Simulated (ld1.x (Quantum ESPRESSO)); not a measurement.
## Before and after: PAW potential for P (Z = 15)

ld1.x (Quantum ESPRESSO) 7.5 input, shortened:

```
&input
   title='P', zed=15., rel=0, dft='PZ', iswitch=3,
   config='[Ne] 3s2 3p3 3d-2'
 /
 &inputp
   pseudotype=3, lpaw=.true., tm=.true., lloc=-1, rcloc=0.65,
   nlcc=.true., rcore=0.70,
   which_augfun='PSQ', rmatch_augfun_nc=.true.
 /
6
2S  1  0   2.00   0.00  0.70  0.80  0.0
3S  2  0   2.00   0.00  0.70  0.80  0.0
2P  2  1   6.00   0.00  0.75  0.80  0.0
3P  3  1   3.00   0.00  0.75  0.80  0.0
3D  3  2  -2.00  -0.05  0.65  0.85  0.0
3D  3  2  -2.00   1.15  0.65  0.85  0.0
 &test
   configts(1)='2s2 2p6 3s2 3p3'
 /
```

All-electron outer shells of the reference configuration (LDA (PZ), non-relativistic, ld1.x):

| shell | level (eV) | outermost node (bohr) | outermost maximum (bohr) |
| --- | --- | --- | --- |
| 1s | -2069.76 | – | 0.07 |
| 2s | -172.22 | 0.14 | 0.42 |
| 2p | -124.53 | – | 0.36 |
| 3s | -13.95 | 0.66 | 1.58 |
| 3p | -5.61 | 0.64 | 1.83 |

Change: scalar-relativistic; removed wave 3d channel at 1.15 Ry: rcut 0.65, rcutus 0.85 bohr.

Cutoffs: the cutoffs (Ry, on a coarse ladder) from which the occupation-weighted sum of valence levels, in a spherical-Bessel basis at the reference potential, stays within 10 and 1 mRy of its value at 400 Ry; they do not see the model core or the augmentation charge, which bear on the density cutoff. Errors are all-electron minus pseudo energies relative to the spin-unpolarised reference configuration.

What does the change do?

Of the 9 tests that both files solve, the error grows in 3 and shrinks in 0 by more than 15 % and 0.3 meV (median size 0.0 → 0.0 meV); neither file shows a bound ghost.

```tsv
quantity	base	changed
cutoff, loose	200 Ry	200 Ry
cutoff, tight	over 300 Ry	over 300 Ry
bound ghosts	none	none
error for 2s2 2p6 3s2 3p2, meV [ΔE 9.83 → 9.82 eV]	0.0	0.0
error for 2s2 2p6 3s2 3p1, meV [ΔE 29.09 → 29.07 eV]	-0.1	-0.2
error for 2s2 2p6 3s2 3p0, meV [ΔE 59.00 → 58.96 eV]	-0.6	-0.9
error for 2s1 2p6 3s2 3p3, meV [ΔE 186.78 → 187.74 eV]	-4.3	-13
error for 2s2 2p6 3s2 3p2.5, meV [ΔE 3.83 → 3.82 eV]	0.0	0.0
error for 2s2 2p5 3s2 3p3, meV [ΔE 140.36 → 140.34 eV]	-10	-24
error for 2s2 2p6 3s2 3p3.3, meV [ΔE -1.34 eV]	0.0	0.0
error for 2s2 2p6 3s2 3p3 (spin-polarised), meV [ΔE -1.51 eV]	0.0	0.0
error for 2s2 2p6 3s2 3p2 (spin-polarised), meV [ΔE 8.99 → 8.98 eV]	0.0	0.0
s: phases at 0.95 bohr within 0.05 rad from the reference energy up to (Ry; the scan ends near 5)	to the end of the scan	to the end of the scan
p: phases at 0.95 bohr within 0.05 rad from the reference energy up to (Ry; the scan ends near 5)	to the end of the scan	to the end of the scan
d: phases at 0.95 bohr within 0.05 rad from the reference energy up to (Ry; the scan ends near 5)	to the end of the scan	to the end of the scan
lowest overlap eigenvalue by channel	s 0.10, p 0.27, d 0.78	s 0.10, p 0.27, d 0.97
```
